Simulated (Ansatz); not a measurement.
A run on C$_{5}$H$_{12}$O$_{3}$ (`COC(C)(OC)OC`) with other settings.

```yaml
crystal:
  periodic: [false, false, false]
  atoms:
    - {symbol: C, position_ang: [-0.387785, -0.928635, -2.085479]}
    - {symbol: O, position_ang: [0.203145, -1.325040, -0.756326]}
    - {symbol: C, position_ang: [0.087481, -0.207731, 0.121189]}
    - {symbol: C, position_ang: [0.759972, -0.792301, 1.379891]}
    - {symbol: O, position_ang: [1.353319, 0.684642, -0.593598]}
    - {symbol: C, position_ang: [1.625972, 1.978858, 0.158819]}
    - {symbol: O, position_ang: [-0.873402, 0.539718, 0.155047]}
    - {symbol: C, position_ang: [-1.936534, -0.164149, 0.649492]}
    - {symbol: H, position_ang: [-1.087500, -0.388828, -1.998064]}
    - {symbol: H, position_ang: [-0.461369, -1.998337, -2.669354]}
    - {symbol: H, position_ang: [0.575042, -0.568476, -2.636209]}
    - {symbol: H, position_ang: [0.066894, -1.481709, 1.734435]}
    - {symbol: H, position_ang: [1.746560, -1.264957, 1.214440]}
    - {symbol: H, position_ang: [0.849719, -0.026150, 2.121839]}
    - {symbol: H, position_ang: [1.972549, 1.682605, 1.005543]}
    - {symbol: H, position_ang: [0.360242, 2.390374, 0.244920]}
    - {symbol: H, position_ang: [2.141159, 2.429636, -0.650739]}
    - {symbol: H, position_ang: [-2.302057, -1.201235, 0.131624]}
    - {symbol: H, position_ang: [-2.887481, 0.365449, 0.482629]}
    - {symbol: H, position_ang: [-1.966778, -0.052647, 1.910024]}
basis:
  gaussian: {orbitals: 6-31G}
hamiltonian: {xc: {name: PBEsol}, dispersion: d3bjatm}
accuracy: high
output: {forces: true}
```

```sh
$ ansatz run in.yaml --threads 2 --pin off --events-out ev --progress --plain --max-ram 32768MiB --backend cpu
```

Output, abridged:

```
Functional definition: PBEsol
2626 factors; integrals over basis functions are off by at most 4.6e-9 eV
mean field evaluation 1: about -11440.6170 eV, gradient 7.6e1 eV
mean field evaluation 2: about -11386.4429 eV, gradient 1.6e2 eV
mean field evaluation 4: about -11453.6300 eV, gradient 9.6e0 eV
mean field evaluation 8: about -11453.8314 eV, gradient 1.9e-1 eV
mean field evaluation 16: about -11453.7893 eV, gradient 7.0e-4 eV
mean field -11453.78931293 eV, -420.9189935928 hartree, gradient 5.3e-8 eV, S^2 0.000000; 0 other end points of the search recorded, 0 dependent functions left out
reference -11453.78931606 eV, -420.9189937080 hartree; 33, 33 occupied and 63, 63 virtual orbitals, 2626 factors
Total energy: -11453.96269617 eV, -420.9253653095 hartree
Atom 0 at    -0.387785    -0.928635    -2.085479 Å, force    14.143537   -11.381054    -3.312812 eV/Å
Atom 1 at     0.203145    -1.325040    -0.756326 Å, force    -2.461726     0.539403    -0.693439 eV/Å
Atom 2 at     0.087481    -0.207731     0.121189 Å, force    15.023828    -5.127537    -1.368434 eV/Å
Atom 3 at     0.759972    -0.792301     1.379891 Å, force     0.124252     1.429666    -1.101868 eV/Å
Atom 4 at     1.353319     0.684642    -0.593598 Å, force    -1.644724    -0.710334     1.302895 eV/Å
Atom 5 at     1.625972     1.978858     0.158819 Å, force    -8.280801    -0.352192    -6.538801 eV/Å
Atom 6 at    -0.873402     0.539718     0.155047 Å, force    -6.130378     5.128768    -1.048250 eV/Å
Atom 7 at    -1.936534    -0.164149     0.649492 Å, force    -6.276386    -1.286871     3.788707 eV/Å
Atom 8 at    -1.087500    -0.388828    -1.998064 Å, force   -10.644860     8.076884     0.809953 eV/Å
Atom 9 at    -0.461369    -1.998337    -2.669354 Å, force    -0.877125     2.309114     1.465036 eV/Å
Atom 10 at     0.575042    -0.568476    -2.636209 Å, force    -1.884346     0.566184     0.622838 eV/Å
Atom 11 at     0.066894    -1.481709     1.734435 Å, force    -1.336032    -2.072985     1.241981 eV/Å
Atom 12 at     1.746560    -1.264957     1.214440 Å, force    -0.439207     0.257289    -0.483944 eV/Å
Atom 13 at     0.849719    -0.026150     2.121839 Å, force     0.249984     0.952963     0.945134 eV/Å
Atom 14 at     1.972549     1.682605     1.005543 Å, force     3.060281    -0.933255     6.241860 eV/Å
Atom 15 at     0.360242     2.390374     0.244920 Å, force     3.754940    -0.158563     0.217341 eV/Å
Atom 16 at     2.141159     2.429636    -0.650739 Å, force     1.121548     1.589793    -0.118585 eV/Å
Atom 17 at    -2.302057    -1.201235     0.131624 Å, force     1.961175     1.618844     1.426014 eV/Å
Atom 18 at    -2.887481     0.365449     0.482629 Å, force     0.083026     0.851262    -0.444364 eV/Å
Atom 19 at    -1.966778    -0.052647     1.910024 Å, force     0.453014    -1.297379    -2.951259 eV/Å
Dipole moment:    -0.628960    -0.005037     0.254744 e Å
```

Hardware: 2 threads of an AMD EPYC 7R13 on a shared host. Wall time 10 s, peak host memory 0.36 GiB.
